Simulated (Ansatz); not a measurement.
Input for Ansatz (a quantum-chemistry and plane-wave program): R-RI-MP2/aug-cc-pVQZ on CH4O (SMILES CO). The basis file is the Basis Set Exchange's JSON of that set.

Ansatz 0.2 input:
```yaml
crystal:
  periodic: [false, false, false]
  atoms:
    - {symbol: C, position_ang: [-0.14211096, 0.33371878, 0.00000000]}
    - {symbol: O, position_ang: [-0.13222933, -1.08693234, 0.00000000]}
    - {symbol: H, position_ang: [-1.18690914, 0.64106540, -0.00000000]}
    - {symbol: H, position_ang: [0.78112306, -1.38933346, -0.00000000]}
    - {symbol: H, position_ang: [0.34006319, 0.75079081, 0.89118535]}
    - {symbol: H, position_ang: [0.34006319, 0.75079081, -0.89118535]}
basis:
  gaussian:
    orbitals: aug-cc-pVQZ
    fitting: {mean_field: def2-universal-JKFIT, correlation: aug-cc-pVQZ-RIFIT.json}
magnetization: {spin_polarized: false}
correlation: {method: mp2, electrons: outside_noble_gas}
scf: {lower_state_search: off}
```

The log:

```
WARN ansatz: RAYON_NUM_THREADS=4 ignored (pool sized by the plan → 4); use --threads N
Functional definition: HF
these checks for a lower state are left out or cut short: stability, starts, cluster_reference, orbital_swaps, neighbouring_geometries, increment
integrals: 0.32 GiB planned
224 factors; integrals over basis functions are off by at most 4.0e0 eV
mean field: 0.53 GiB planned
mean field evaluation 1: about -3130.0712 eV, gradient 3.1e1 eV
mean field evaluation 2: about -3131.4771 eV, gradient 1.8e1 eV
mean field evaluation 4: about -3132.0136 eV, gradient 6.7e-1 eV
mean field evaluation 8: about -3132.0151 eV, gradient 1.5e-6 eV
mean field -3132.01509643 eV, -115.0994318377 hartree, gradient 1.5e-6 eV, S^2 0.000000; 0 other end points of the search recorded, 0 dependent functions left out
2 core orbitals not correlated
656 factors; their error is unknown
reference -3132.01509643 eV, -115.0994318377 hartree; 7, 7 occupied and 335, 335 virtual orbitals, 656 factors
second order -12.61077838 eV of doubles, -0.00000000 eV of singles
Total energy: -3144.62587481 eV, -115.5628693952 hartree
Checks for a lower state left out: stability, starts, cluster_reference, orbital_swaps, neighbouring_geometries, increment
```

The run converged.

Cost: about 3 core-seconds (a rough figure).
